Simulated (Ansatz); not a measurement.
```yaml
crystal:
  periodic: [false, false, false]
  atoms:
    - {symbol: Cu, position_ang: [0.897440, 0.930503, -0.948043]}
    - {symbol: Cu, position_ang: [0.482540, 0.590132, 1.406379]}
    - {symbol: Cu, position_ang: [-1.441207, 0.191556, -0.405845]}
    - {symbol: Cu, position_ang: [0.266028, -1.483597, 0.014478]}
    - {symbol: S, position_ang: [-0.622554, 2.135570, 0.229608]}
    - {symbol: S, position_ang: [2.177691, -0.424892, 0.285027]}
    - {symbol: S, position_ang: [-1.759927, -1.939272, -0.581605]}
basis:
  gaussian: {orbitals: def2-TZVP}
magnetization: {spin_polarized: true, initial_magnetization: 2}
hamiltonian: {xc: pbe0, dispersion: d4}
scf: {omitted_lower_state_checks: [starts]}
output: {orbitals: {seedname: orbitals}}
```

```sh
$ ansatz run in.yaml --threads 4 --pin off --events-out ev --progress --plain --max-ram 4787MiB
```

(1) Does this run fit into the memory that it is given?

## Answers

(1) No. It has 291 basis functions, and Ansatz plans for 5.15 GiB where 4.67 GiB are given.
